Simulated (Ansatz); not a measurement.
Basis-set series for `CO[SiH](F)[SiH3]`. Charge 0, multiplicity 1. The geometry is a stationary point of PBE0-D4/def2-TZVP. It is one conformer, not always the lowest.

Cartesian coordinates in Å:
```
C -0.4030 1.3601 -1.7951
O 0.0511 0.8465 -0.5596
Si -0.0912 -0.7039 -0.0816
F 0.8747 -1.6487 -0.9470
Si 0.5522 -0.7826 2.1647
H -1.3563 0.9083 -2.0924
H -0.5449 2.4364 -1.6876
H 0.3344 1.1775 -2.5817
H -1.4683 -1.1906 -0.3740
H -0.3905 0.0323 2.9766
H 0.5120 -2.1870 2.6527
H 1.9298 -0.2483 2.3250
```

| functional | basis | functions | energy (Eh) | HOMO (eV) | LUMO (eV) |
| --- | --- | --- | --- | --- | --- |
| PBE0-D4 | def2-SVP | 113 | -795.63101 | -8.19 | 0.27 |
| PBE0-D4 | def2-QZVPP | 521 | -796.14069 | -8.25 | -0.20 |
| ωB97M-V | def2-SVP | 113 | -795.96619 | -10.23 | 2.18 |
| ωB97M-V | def2-QZVPP | 521 | -796.48258 | -10.33 | 1.38 |

**Question.** Give the rows for def2-TZVPP. (Best estimate.)

**Answer.** Ansatz gave: 
```
functional       basis  functions  energy (Eh)  HOMO (eV)  LUMO (eV)
   PBE0-D4  def2-TZVPP        275   -796.10818      -8.24      -0.10
   ωB97M-V  def2-TZVPP        275   -796.45198     -10.32       1.66
```

Positive LUMOs are unbound and depend on the basis.
